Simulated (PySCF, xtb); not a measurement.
SeBrI, SMILES Br[Se]I.

Geometry: B3LYP-D3(BJ)/def2-SVP. The def2 effective core potentials stand for the cores of I; spin–orbit coupling is left out.

Computed with IEF-PCM-ωB97X/def2-SVP in PySCF.

The values are the electrostatic part of the solvation free energy, E(continuum) − E(gas) at the gas-phase geometry, in a cavity of scaled van der Waals radii (PySCF's table); cavitation and dispersion terms are not included. In vacuum the orbital gap is 7.64 eV. The dipole moment in vacuum is 0.72 D.

Computed values in water (ε = 78.36), chlorobenzene (ε = 5.70), toluene (ε = 2.37):
```tsv
solvent	ε	ΔG(elec) (kcal/mol)	dipole (D)	gap (eV)
water	78.36	-2.1	1.09	7.75
chlorobenzene	5.70	-1.6	0.99	7.72
toluene	2.37	-0.9	0.88	7.69
```

For comparison, GFN2-xTB/ALPB(water) (xtb, at the GFN2-xTB geometry, all terms of that model) gives -0.8 kcal/mol.
